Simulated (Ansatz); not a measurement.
Cost and result for the atomization energy of `F[SiH2]C[SiH2]F` (11 atoms, 10 bonds).

Z-matrix (Å, degrees):
```
Si
C 1 1.858
F 1 1.603 2 109.0
H 1 1.481 2 111.4 3 -118.5
H 1 1.484 2 110.7 3 117.9
Si 2 1.857 1 115.6 3 -168.9
H 2 1.095 1 109.2 3 67.1
H 2 1.098 1 108.0 3 -49.2
F 6 1.604 2 109.0 1 -49.6
H 6 1.483 2 111.8 1 -168.1
H 6 1.483 2 110.7 1 68.5
```

The species carries charge 0 and has multiplicity 1. The geometry is a stationary point of PBE0-D4/def2-TZVP. It is one conformer, not always the lowest. Program: Ansatz. All runs use 4 threads of an Arm Neoverse V2 on a shared host. Times are those of one run each, without the atoms' runs, and a repeat can differ threefold. Electronic energies, without spin–orbit coupling; frozen cores. CCSD(T)/CBS adds CCSD(T) − MP2 in def2-TZVPP to the MP2 limit, and its time is that of the two runs behind it. T1 = 0.011. B3LYP takes the VWN-RPA correlation (the form of Gaussian; ORCA's B3LYP/G).

CCSD(T)/CBS is a level of theory with its own doubt, some kJ/mol a heavy atom from the limit and from the frozen cores, so smaller differences don't rank the functionals.

```json
{"level": "PBE-D4/def2-TZVPP (with forces)", "functions": "261", "wall time": "2.2 s", "atomization (kcal/mol)": "955.9", "difference from CCSD(T)/CBS": "-5.2", "per bond": "-0.5"}
{"level": "PBE0-D4/def2-TZVPP", "functions": "261", "wall time": "2.4 s", "atomization (kcal/mol)": "946.0", "difference from CCSD(T)/CBS": "-15.1", "per bond": "-1.5"}
{"level": "B3LYP-D4/def2-TZVPP (with forces)", "functions": "261", "wall time": "3.8 s", "atomization (kcal/mol)": "952.8", "difference from CCSD(T)/CBS": "-8.3", "per bond": "-0.8"}
{"level": "r2SCAN-D4/def2-TZVPP (with forces)", "functions": "261", "wall time": "4.1 s", "atomization (kcal/mol)": "956.9", "difference from CCSD(T)/CBS": "-4.2", "per bond": "-0.4"}
{"level": "B2PLYP/def2-TZVPP", "functions": "261", "wall time": "4.6 s", "atomization (kcal/mol)": "946.2", "difference from CCSD(T)/CBS": "-14.9", "per bond": "-1.5"}
{"level": "ωB97X-V/def2-TZVPP", "functions": "261", "wall time": "7 s", "atomization (kcal/mol)": "961.5", "difference from CCSD(T)/CBS": "0.4", "per bond": "0.0"}
{"level": "ωB97M-V/def2-TZVPP (with forces)", "functions": "261", "wall time": "10 s", "atomization (kcal/mol)": "958.8", "difference from CCSD(T)/CBS": "-2.3", "per bond": "-0.2"}
{"level": "MP2/def2-QZVPP", "functions": "491", "wall time": "16 s", "atomization (kcal/mol)": "965.5", "difference from CCSD(T)/CBS": "4.4", "per bond": "0.4"}
{"level": "CCSD(T)/def2-TZVPP", "functions": "261", "wall time": "2.4 min", "atomization (kcal/mol)": "935.7", "difference from CCSD(T)/CBS": "-25.4", "per bond": "-2.5"}
{"level": "CCSD(T)/CBS(def2)", "functions": "–", "wall time": "2.7 min", "atomization (kcal/mol)": "961.1", "difference from CCSD(T)/CBS": "0.0", "per bond": "0.0"}
```

The D4 term adds +8.6 kcal/mol with B3LYP and +4.5 kcal/mol with PBE0; it sums over pairs of atoms, weighted by their polarisabilities, and B3LYP, whose exchange is more repulsive, gets the larger term. From PBE to PBE0 (25 % exact exchange), in def2-TZVPP and without D4, the atomization energy moves by −9.0 kcal/mol: exact exchange takes away binding that semilocal exchange gives to molecules. In def2-TZVPP, CCSD(T) changes the Hartree–Fock value by +202.7 kcal/mol (the triples alone add +10.1 kcal/mol) and MP2 by +217.0 kcal/mol; breaking electron pairs costs correlation energy, which Hartree–Fock lacks.
